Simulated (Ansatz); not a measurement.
Species: HS$_{2}$, charge 0, multiplicity 2. It need not be the lowest isomer of its formula. 
Geometry from a B3LYP-D3(BJ)/def2-TZVP (Ansatz, a program for electronic structure) optimisation:
```xyz
3

S     -0.9203     0.0126     0.4581
S      0.8239     0.0408    -0.4735
H      1.5432    -0.8556     0.2469
```
Charge 0, spin multiplicity 2.

Basis-set convergence of Hartree-Fock and CCSD(T) correlation energies (hartree) with Ansatz. Valence correlation only, unless marked. UHF or UKS for open shells. No spin-orbit coupling. Non-relativistic.

```csv
basis,functions,E(HF),"E(corr, CCSD(T))"
aug-cc-pV(D+d)Z,73,-795.64678,-0.31160
aug-cc-pV(T+d)Z,133,(withheld),(withheld)
```

Q: Some entries are withheld; supply them.

A: 
- aug-cc-pV(T+d)Z, E(HF): -795.67460
- aug-cc-pV(T+d)Z, E(corr, CCSD(T)): -0.38935
